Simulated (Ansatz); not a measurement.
Ansatz results at the PBE0-D4/def2-TZVP geometry: HOMO energy (ωB97M-V/def2-TZVPP) -8.94 eV; size of the dipole moment (B3LYP/def2-TZVPP) 0.44 D; HOMO energy (PBE0/def2-TZVPP) -6.78 eV.

Each molecule was computed in one conformer, which needn't be the lowest.

(1) Which molecule gave them?
A. `N=C1[SiH2]C1Cl`
B. `B1C=CO1`
C. `C=C=N[SiH2]Cl`
D. `FC[SiH2][AlH][Cl]`

Results:

(1) C. The others give `N=C1[SiH2]C1Cl`: -9.27, 2.15, -7.09; `B1C=CO1`: -9.42, 1.62, -7.15; `FC[SiH2][AlH][Cl]`: -9.32, 3.47, -7.32.

B3LYP here is the variant with VWN-RPA as its local correlation; programs differ in this.
